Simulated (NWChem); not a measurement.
Species: SeBrCl; SMILES [Se](Br)Cl

```xyz
3

Se     0.7465    -0.5844     0.0000
Cl    -0.9693    -1.9204     0.0000
Br    -0.2544     1.5005     0.0000
```
Atoms are numbered in this order, from 1.

All runs use the structure optimised with PBE0/def2-SVP.

Symmetry labels are those of Cs in the frame above (b1 and b2, or b-type labels, depend on it).

List the 6 lowest vertical singlet excitations from B3LYP/def2-SVP, full TDDFT (NWChem).


```json
[
 {"state": "S1", "energy (eV)": "2.43", "oscillator strength": "0.000", "symmetry": "a\"", "leading excitation (squared amplitude)": "HOMO → LUMO (1.01)"},
 {"state": "S2", "energy (eV)": "2.83", "oscillator strength": "0.000", "symmetry": "a\"", "leading excitation (squared amplitude)": "HOMO → LUMO+1 (1.00)"},
 {"state": "S3", "energy (eV)": "4.50", "oscillator strength": "0.006", "symmetry": "a'", "leading excitation (squared amplitude)": "HOMO−1 → LUMO (0.90)"},
 {"state": "S4", "energy (eV)": "4.65", "oscillator strength": "0.000", "symmetry": "a\"", "leading excitation (squared amplitude)": "HOMO−2 → LUMO (1.00)"},
 {"state": "S5", "energy (eV)": "5.04", "oscillator strength": "0.001", "symmetry": "a'", "leading excitation (squared amplitude)": "HOMO−1 → LUMO+1 (0.78)"},
 {"state": "S6", "energy (eV)": "5.05", "oscillator strength": "0.014", "symmetry": "a'", "leading excitation (squared amplitude)": "HOMO−3 → LUMO (0.65)"}
]
```
